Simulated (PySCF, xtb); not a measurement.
C2H7O, SMILES CC[OH2+], charge +1.

The structure is a stationary point at B3LYP-D3(BJ)/def2-TZVP. The isomer is the one that the SMILES or the coordinates give; other isomers of the formula were not compared.

Calculation: C-PCM-B3LYP/def2-SVP in PySCF.

The values are the electrostatic part of the solvation free energy, E(continuum) − E(gas) at the gas-phase geometry, in a cavity of scaled van der Waals radii (PySCF's table); cavitation and dispersion terms are not included. In vacuum the orbital gap is 9.62 eV.

**Question.** Estimate the values in water (ε = 78.36), dimethylsulfoxide (ε = 46.83), cyclohexanone (ε = 15.62). (The exact figures need the calculation; the answer reports its results.)

**Answer.** 
```tsv
solvent	ε	ΔG(elec) (kcal/mol)	gap (eV)
water	78.36	-71.1	10.42
dimethylsulfoxide	46.83	-70.5	10.42
cyclohexanone	15.62	-67.4	10.38
```

For comparison, GFN2-xTB/ALPB(water) (xtb, at the GFN2-xTB geometry, all terms of that model) gives -76.2 kcal/mol.
